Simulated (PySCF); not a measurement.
Ar⁺ (argon, charge +1) across methods

[Ne] 3s2 3p4 4s1, 4s spin antiparallel (an excited configuration). Calculation: PySCF 2.14, in aug-cc-pVQZ-DK (7s6p4d3f2g, 84 functions); the spin-free X2C one-electron Hamiltonian (Gaussian nucleus).

```csv
method,E (hartree),mean ε 3p α (eV),mean ε 3p β (eV),mean ε 4s β (eV),Σ⟨r²⟩ (bohr²),⟨S²⟩
r2SCAN,-528.1269,-29.596,-27.239,-8.505,32.56,1.756
PBEsol,-527.2191,-28.823,-26.675,-8.450,32.54,1.753
wB97X,-528.1633,-33.426,-31.122,-10.419,32.35,1.753
TPSS,-528.1831,-29.132,-27.097,-8.376,32.69,1.754
UHF,-527.49486,-36.032,-33.089,-10.128,33.20,1.760
BHandHLYP,-528.1808,-32.639,-30.294,-9.395,32.51,1.754
PBE0,-528.0069,-30.909,-28.648,-8.974,32.63,1.754
PBE,-527.9714,-28.867,-26.791,-8.431,32.50,1.753
```

(1) Estimate the same row for LDA.

The outer electron is Rydberg-like, and this basis confines it to a smaller radius and binds it less than a complete one would. With the s spin flipped the determinant is a mixture of two multiplicities, not a spectroscopic state.

## Answers

(1) E (hartree) = -526.5289; mean ε 3p α (eV) = -28.862; mean ε 3p β (eV) = -26.712; mean ε 4s β (eV) = -8.501; Σ⟨r²⟩ (bohr²) = 32.33; ⟨S²⟩ = 1.752.
